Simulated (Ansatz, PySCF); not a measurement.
Sites of protonation at heteroatoms (carbon was not tried) of NB(N)O [diaminoborinic acid]:

A. NB(N)O [diaminoborinic acid] + H+ → NB([NH3+])O
B. NB(N)O + H+ → NB(N)[OH2+]

Quantity: proton affinity (enthalpy at 298 K, with B3LYP-D3(BJ) rigid-rotor harmonic-oscillator terms from PySCF), kcal/mol. Geometries: B3LYP-D3(BJ)/def2-TZVP minima from Ansatz (an electronic-structure program), one conformer each, not searched for the lowest. Correlated levels leave the core frozen unless marked. Spin-orbit coupling is left out. No relativistic terms. Basis-set limits of correlation are two-point, X^-3; Hartree-Fock from the larger set. Positive means that the reaction releases energy.

```tsv
	BHLYP-D3(BJ)/def2-TZVPD (Ansatz + dftd3)	RI-MP2/cc-pVQZ (Ansatz)	SCS-MP2/cc-pVQZ (Ansatz)	CCSD(T)/CBS(cc-pVTZ,cc-pVQZ) (Ansatz)
A	212.6	211.3	213.2	212.1
B	188.8	187.1	188.7	187.8
```
